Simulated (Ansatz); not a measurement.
Ca12O12 (started as a model of: 2x3x4 CaO rock-salt block). Total charge 0; singlet. Geometry PBE-D4/def2-SVP, basis def2-TZVP, Ansatz.

```xyz
24

Ca   -0.940    3.447   -2.187
Ca   -0.069    2.010    2.012
Ca    0.794    1.084   -0.977
Ca    1.650   -0.507    3.232
Ca    1.451    0.128   -3.927
Ca    2.432   -1.463    0.191
Ca   -2.432    1.463   -0.191
Ca   -1.451   -0.128    3.927
Ca   -1.650    0.506   -3.232
Ca   -0.794   -1.084    0.977
Ca    0.069   -2.010   -2.012
Ca    0.940   -3.447    2.187
O    -0.542    2.755   -0.117
O     0.279    1.082    3.994
O     0.280    1.833   -3.109
O     1.198    0.278    1.116
O     1.934   -0.683   -1.920
O     2.669   -2.236    2.254
O    -2.669    2.236   -2.254
O    -1.934    0.683    1.920
O    -1.198   -0.278   -1.116
O    -0.280   -1.833    3.109
O    -0.279   -1.082   -3.994
O     0.542   -2.755    0.117
```

| run | HOMO (eV) | LUMO (eV) |
| --- | --- | --- |
| A | -3.78 | -1.34 |
| B | -4.35 | -0.71 |
| C | -4.95 | -0.78 |
| D | -3.88 | -0.86 |

Single mean-field runs in def2-TZVP are fitted with def2-universal-jkfit.

Task: The runs used PBE, PBE0, r2SCAN, r2SCANh. Estimate which is which.

Result: A PBE (0 % exact exchange); B r2SCANh (10 % exact exchange); C PBE0 (25 % exact exchange); D r2SCAN (0 % exact exchange). Exact exchange lowers occupied and raises empty levels; among semilocal functionals meta-GGAs tend to open the gap a little, and such runs are hard to tell apart. The gap grows from 2.44 eV (PBE) to 4.17 eV (PBE0).
